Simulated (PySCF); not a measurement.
**Bond length, frequency and bond energy of Bi2 by level of theory**

State: ¹Σg⁺ (singlet), closed shell. Set-up: PySCF, scalar-relativistic core potentials, basis sets Bi def2-SVP with ECP60. De refers to Bi + Bi in their high-spin ground configurations, without counterpoise correction. Levels whose curve was spin-contaminated or gave no clean fit are not listed.

```tsv
Level	Re (Å)	ωe (cm⁻¹)	De (eV)
RHF-MP2	2.745	157	1.99
RHF-SCS-MP2	2.735	163	1.80
RHF-CCSD	2.681	192	1.37
RHF-CCSD(T)	2.713	176	1.73
PBE	2.671	195	2.74
M06-L	2.687	193	3.45
B3LYP	2.659	201	2.50
```

The bond length runs from 2.659 Å (B3LYP) to 2.745 Å (RHF-MP2). De spans 1.37 eV (RHF-CCSD, coupled cluster) to 3.45 eV (M06-L, meta-GGA).

Correlated steps freeze 8 core orbitals. Closed-shell solutions of metal pairs were not tested for spin polarisation, which can lower them a little. Correlated levels converge slowly with the basis: in double zeta they bind strong bonds too weakly, by up to about 1 eV, and carry superposition errors of some tenths. Spin–orbit coupling is left out, which matters for elements this heavy, above all for dissociation energies. Where the molecule has an RHF reference, its open-shell atoms are computed with UHF.
